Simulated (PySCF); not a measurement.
# How methods differ on the fine-structure interval of Ti³⁺

Ti³⁺ [Ar] 3d1 [3d3/2^1, M_J = 3/2] → Ti³⁺ [Ar] 3d1 [3d5/2^1, M_J = 5/2], as a difference of total energies. All numbers are calculated (PySCF 2.14, the two-component X2C-1e Hamiltonian, in x2c-TZVPall-2c). Correlated levels: [Ne] frozen. "Screened" scales the spin-orbit matrix elements by Boettger's factors to mimic the two-electron term; Breit and QED terms are absent.

```json
{"method": "GHF (screened spin-orbit)", "fine-structure interval (cm⁻¹)": "495.52"}
{"method": "GMP2 (screened spin-orbit)", "fine-structure interval (cm⁻¹)": "304.65"}
{"method": "GHF (bare spin-orbit)", "fine-structure interval (cm⁻¹)": "851.03"}
```

GHF and GMP2 differ strongly here because the two determinants are spin-polarised to different degrees; the interval is a small difference of such terms.
